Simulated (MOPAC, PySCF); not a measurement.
C9H6N4, SMILES `C1C=NC2N3C(N=CC=2)=NC=CC=13`, neutral singlet in the gas phase. 

Cartesian coordinates (Å):
```xyz
19

C     -1.5942    -2.2106    -0.1097
C     -2.1210    -0.9235    -0.0981
C     -1.2337     0.1600    -0.0405
C     -1.6137     1.5233    -0.0219
C     -0.6287     2.4881     0.0363
N      0.6797     2.2148     0.0769
C      1.0624     0.9392     0.0604
C      2.4270     0.5766     0.1009
C      2.7684    -0.7599     0.0815
N      1.8851    -1.7606     0.0260
C      0.5883    -1.4825    -0.0140
N     -0.2998    -2.4864    -0.0697
N      0.1346    -0.1245     0.0019
H     -2.2710    -3.0729    -0.1544
H     -3.1928    -0.7335    -0.1320
H     -2.6729     1.7749    -0.0539
H     -0.9004     3.5499     0.0517
H      3.1585     1.3809     0.1463
H      3.8243    -1.0535     0.1125
```
Charge 0, multiplicity 1.

All levels are single points at this geometry (B3LYP-D3(BJ)/def2-SVP); Pople sets use spherical d functions. Orbital energies aren't observables, and empty levels follow the basis.

ωB97X-D3(BJ)/def2-TZVP in PySCF gives gap (eV) = 7.18.

Problem. Estimate the gap (eV) from each of these levels: B3LYP-D3(BJ)/def2-TZVP in PySCF; PBE-D3(BJ)/def2-TZVP in PySCF; B3LYP/3-21G in PySCF; B3LYP/6-311+G** in PySCF; BP86/6-31G* in PySCF; PBE/6-31G* in PySCF; SVWN5/6-31G* in PySCF; HF/6-31G* in PySCF; HF/STO-3G in PySCF; AM1 in MOPAC; PM6 in MOPAC; PM7 in MOPAC.

Solution. 
```csv
level,gap (eV)
B3LYP-D3(BJ)/def2-TZVP in PySCF,3.01
PBE-D3(BJ)/def2-TZVP in PySCF,1.79
B3LYP/3-21G in PySCF,2.98
B3LYP/6-311+G** in PySCF,2.99
BP86/6-31G* in PySCF,1.80
PBE/6-31G* in PySCF,1.80
SVWN5/6-31G* in PySCF,1.77
HF/6-31G* in PySCF,8.57
HF/STO-3G in PySCF,8.41
AM1 in MOPAC,6.77
PM6 in MOPAC,7.17
PM7 in MOPAC,7.08
```
